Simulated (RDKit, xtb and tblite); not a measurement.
Relaxed torsion scan: C8H8O, SMILES C=C/C=C\c1ccco1, singlet. Scanned: dihedral C1–C2–C3–C4 and dihedral C3–C4–C5–O9; all other coordinates were relaxed at GFN2-xTB. Points at φ and −φ are mirror images. Heavy atoms are numbered in the order of the SMILES C=C/C=C\c1ccco1, hydrogens after them in the order of the atoms that carry them; the mirror image has the same energies with the sign of each dihedral reversed.

- GFN2-xTB (xtb and tblite)
- MMFF94 // GFN2-xTB (RDKit)
- UFF // GFN2-xTB (RDKit)

Energies in kcal/mol at chosen points (x: dihedral C1–C2–C3–C4 (°); y: dihedral C3–C4–C5–O9 (°)), relative to x = 180, y = 0:

| method | (-60, 30) | (-120, 0) | (-60, -30) | (-30, -60) | (-90, -120) | (0, 0) | (120, 0) |
|---|---|---|---|---|---|---|---|
| GFN2-xTB | 5.6 | 4.0 | 5.2 | 6.7 | 9.4 | 5.3 | 4.0 |
| MMFF94 | 5.7 | 5.3 | 4.8 | 8.1 | 8.3 | 11.3 | 5.3 |
| UFF | 6.3 | 2.5 | 4.5 | 7.5 | 11.7 | 18.2 | 2.5 |
